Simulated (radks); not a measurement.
Values are calculated unless marked as measured or tabulated.
Charge is removed step by step from the 3p down level of Ge14+, starting from [Ne] 3s2 3p(up 3, down 3). Level of theory: scalar-relativistic Kohn-Sham, BLYP, spin-polarised, spherical densities, finite nucleus; Fermi nuclear charge, rms radius 4.0742 fm (a radial shooting solver on a logarithmic mesh with Libxc functionals).

removed (e)	E - E(0) (eV)	eigenvalue (eV)	E minus straight line (eV)
0	0.000	-510.52	0.000
0.25	128.82	-520.28	-3.669
0.5	260.09	-530.06	-4.895
0.75	393.80	-539.86	-3.674
1	529.97	-549.68	0.000

Removing the whole electron costs 529.97 eV by Delta-SCF, against 510.52 eV from minus the eigenvalue at the starting occupation. Slater's transition state (half an electron removed) gives 530.06 eV. Integrating minus the eigenvalue over the occupation (Janak's theorem) gives 530.08 eV. In this scalar-relativistic scheme the density is built from large components alone, so the theorem holds only approximately. The mean slope of the eigenvalue, de/dn, is 39.2 eV per electron. Ionisation energy of Ge14+ in the NIST Atomic Spectra Database: 528 eV (semi-empirical).
